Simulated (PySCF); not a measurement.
Stepwise substitution at one centre (Al Br-I). Gas-phase values, no solvent. Strings in code marks are SMILES.

Calculation: PBE-D3(BJ)/def2-TZVP // PBE0-D3(BJ)/def2-TZVP run with PySCF. All candidates: neutral, multiplicity 1. Excitations are Tamm–Dancoff values on a coarser integration grid. The basis has no diffuse functions, so Rydberg states are missing or too high.

```
Property               Result
-------------------  --------
LUMO                 -2.38 eV
S1 excitation (TDA)   5.11 eV
HOMO                 -7.36 eV
```

Task: Say which member has these values.
A. `[Br][Al]([Br])[Br]`
B. `[I][Al]([I])[I]`
C. `[Br][Al]([Br])[I]`
D. `[Br][Al]([I])[I]`

Result: A, `[Br][Al]([Br])[Br]`. The others give `[Br][Al]([Br])[I]`: -2.48 eV, 4.61 eV, -6.94 eV; `[I][Al]([I])[I]`: -2.66 eV, 4.08 eV, -6.61 eV; `[Br][Al]([I])[I]`: -2.57 eV, 4.32 eV, -6.75 eV
